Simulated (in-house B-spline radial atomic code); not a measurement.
A fraction x of an electron is removed from 2s in Al V (Al4+), starting from [He] 2s2 2p5 and keeping the highest spin. Level of theory: scalar-relativistic (X2C) TPSS, spin-polarised, spherical fractional occupations, Fermi nucleus of rms radius 3.061 fm; calculated with a B-spline radial code for spherical atoms.

```tsv
x	E(x) - E(0) (eV)	2s down level (eV)
0	0.0000	-175.875
0.11	19.5375	-179.352
0.13	?	?
0.27	48.6393	-184.422
0.4	72.8824	-188.550
0.5	91.8963	-191.729
0.59	109.2807	-194.591
0.74	?	?
0.86	162.9793	-203.175
0.96	183.4556	-206.349
1	191.7349	-
```

**Question.** What belongs in the row x = 0.13?

**Answer.** An energy change of 23.1308 eV; 2s down at -179.985 eV.

**Question.** What belongs in the row x = 0.74?

**Answer.** An energy change of 138.8271 eV; 2s down at -199.361 eV.

**Question.** Check Janak's theorem between x = 0.27 and 0.4.

**Answer.** The slope of the energy is 186.49 eV; the orbital levels give 186.49 eV (-ε of the emptying orbital, averaged over the two points).
